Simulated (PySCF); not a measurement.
## State search for Cu₂⁺

Unrestricted PBE0; PySCF, no relativity, basis sets Cu def2-TZVPPD. Outer shells of the fragments: Cu+ 3d10; Cu 3d10 4s1.

Followed along the bond (rough minima from three points):

```tsv
2Ms+1	unpaired	⟨S²⟩ at the start	R at minimum (Å)	Te (eV)
2	σ ↑	0.76	2.46	0.00
2	π ↑	0.76	none in the scan	≤ 1.49
4	σ ↑↑↑	3.76	none in the scan	≤ 3.38
```

Solutions found at the starting distance of 2.370 Å, counted from the lowest of them; the search is not exhaustive and high or unbound solutions are not listed, so other states can lie among these:

```
2Ms+1   unpaired   term  E (eV)  ⟨S²⟩  ⟨Lz²⟩
    2        σ ↑    ²Σ⁺    0.00  0.76   0.00
    2        π ↑     ²Π    1.52  0.76   1.01
    2        δ ↑     ²Δ    1.76  0.75   4.02
    4      σ ↑↑↑    ⁴Σ⁺    3.45  3.76   0.00
    4  σ ↑↑, π ↑     ⁴Π    3.95  3.76   1.01
    2  σ ↑↑, π ↓  mixed    4.05  1.77   1.01
```

A term symbol is given only where ⟨S²⟩ and ⟨Lz²⟩ are close to those of a pure state; real π, δ and φ orbitals otherwise mix terms, and g/u labels are left off.

Counting both spins, an empty level lies below a filled one in some of these solutions, because spin and occupation are held. The state is the lowest single determinant that the PBE0 search found; with open d or f shells the true ground state can be another one.
